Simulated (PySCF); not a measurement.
**Where the electron goes**

Compound: C3H8O3Si.
Cartesian coordinates in Å at the PBE0-D3(BJ)/def2-SVP level; atoms count from 1:
```
atom  x, y, z in Å
C1    -4.037   -0.351    0.108
O2    -2.674   -0.094   -0.071
Si3   -1.592   -1.122   -0.777
O4    -0.157   -0.199   -0.676
C5     0.939   -0.782   -1.173
C6     2.162    0.072   -1.059
O7     0.897   -1.887   -1.656
H8    -4.496    0.512    0.613
H9    -4.215   -1.244    0.736
H10   -4.563   -0.499   -0.854
H11   -1.946   -1.369   -2.200
H12   -1.459   -2.375    0.011
H13    2.339    0.323   -0.004
H14    1.999    1.020   -1.593
H15    3.027   -0.455   -1.477
```

The calculation used PySCF, TDDFT CAM-B3LYP/def2-SVPD, vertical, gas phase, core orbitals frozen in the response.

Frontier orbitals with the atoms that hold most of them (Löwdin shares over 4%, at most four atoms):

```csv
orbital,ε (eV),atoms
LUMO+2,1.12,"C5 23%, O7 14%, C6 12%, Si3 12%"
LUMO+1,1.11,"C5 28%, O7 19%, C6 12%, O4 10%"
LUMO,1.07,"Si3 31%, C1 22%, H9 8%, H10 8%"
HOMO,-9.74,"O7 60%, O4 9%, C6 7%, C5 7%"
HOMO-1,-9.76,"O2 48%, Si3 12%, C1 10%, H11 8%"
HOMO-2,-10.60,"O2 48%, C1 16%, H8 9%, Si3 8%"
HOMO-3,-10.75,"O4 38%, O7 28%, Si3 9%, C5 8%"
```

Within 0.005 eV of a neighbour in this list lie LUMO+1/LUMO+2 (point group found: Cs); within a degenerate set the shares of single atoms can hang on how the components are chosen.

(1) How does S1 compare with the orbital gap of 10.81 eV?

Answers

(1) S1 is at 5.88 eV (f = 0.0007), 4.92 eV below the gap, made of HOMO→LUMO+1 (52%), HOMO→LUMO+2 (36%). Its leading pair isn't HOMO and LUMO; the energies of that pair differ by 10.85 eV. 

Next come S2 at 7.46 eV (f 0.0056), HOMO-1→LUMO (57%), HOMO-1→LUMO+2 (14%), HOMO-1→LUMO+1 (9%); S3 at 7.76 eV (f 0.016), HOMO-1→LUMO+3 (33%), HOMO-1→LUMO+2 (21%), HOMO-1→LUMO (17%); S4 at 7.80 eV (f 0.043), HOMO→LUMO+2 (45%), HOMO→LUMO+1 (33%); S5 at 8.12 eV (f 0.024), HOMO→LUMO (36%), HOMO-3→LUMO+1 (19%), HOMO-3→LUMO+2 (13%).

Hardware: Arm Neoverse V2, one thread, shared host with 32 logical CPUs at a one-minute load of 22. Cost: 5.0 min wall, 1.0 GiB resident at most.

One conformer stands for the species.
